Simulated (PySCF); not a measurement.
## Cu²⁸⁺: ionisation energy

Cu²⁸⁺ 1s1 (2S) → Cu²⁹⁺ (bare nucleus), as a difference of total energies. Calculation: PySCF 2.14, in an even-tempered Gaussian basis (17 s from 32 bohr⁻², ratio 2.2; 7 p from 49 bohr⁻², ratio 2.4; 4 d from 150 bohr⁻², ratio 2.4; 3 f from 220 bohr⁻², ratio 2.4; 3 g from 330 bohr⁻², ratio 2.4); the spin-free X2C one-electron Hamiltonian (Gaussian nucleus). The calculations carry no spin-orbit coupling.

| method | ionisation energy (eV) | difference from reference (eV) |
| --- | --- | --- |
| UHF | 11573.4 | +5.8 |
| LDA | 11539.5 | -28.1 |
| PBE | 11569.1 | +1.5 |
| PBE0 | 11570.2 | +2.6 |
| r2SCAN | 11573.8 | +6.2 |
| BHandHLYP | 11572.7 | +5.1 |
| B3LYP | 11570.0 | +2.4 |

Reference: 11567.6 eV (theoretical estimate listed by NIST; NIST Atomic Spectra Database, ionization energies).
